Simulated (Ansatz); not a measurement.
Reaction (substitution at a C–Ga bond): `[CH3][Ga]([CH3])[F]` + `CNC` → `CN(C)C` + `[CH3][GaH][F]`

Gas-phase electronic energies from Ansatz, PBE0-D4/def2-TZVP geometries. CBS: MP2 limit from def2 TZ/QZ plus the TZ coupled-cluster correction, frozen cores. DFT in def2-TZVPP. B3LYP here is the variant with VWN-RPA as its local correlation; programs differ in this. HSE06 is defined as in plane-wave codes. For Ga outer-core shells are correlated without core-valence functions, which leaves a few kJ/mol of doubt a bond. Scalar relativity is left out up to krypton.

```tsv
level	ΔE (kJ/mol)
PBE-D4	54.3
B3LYP-D4	53.7
HSE06-D4	55.0
BLYP	58.7
BHLYP	54.7
LC-ωPBE	57.2
MP2/def2-TZVPP	56.7
CCSD/def2-TZVPP	55.3
```

(1) What does CCSD(T)/CBS give? (Best estimate.)

Largest T1 diagnostic among the species: 0.013.

## Answers

(1) The calculation gave: +58.4 kJ/mol. The listed levels differ from it by -4.1, -4.7, -3.4, 0.3, -3.7, -1.2, -1.7, -3.1 kJ/mol.

At CCSD(T), def2-SVP lies −18.0 kJ/mol from the extrapolated value and def2-TZVPP −3.6 kJ/mol. The D4 term adds −3.7 kJ/mol with B3LYP and −1.9 kJ/mol with PBE0; it sums over pairs of atoms, weighted by their polarisabilities, and B3LYP, whose exchange is more repulsive, gets the larger term. From BLYP to BHLYP (50 % exact exchange), in def2-TZVPP and without D4, ΔE moves by −4.0 kJ/mol.
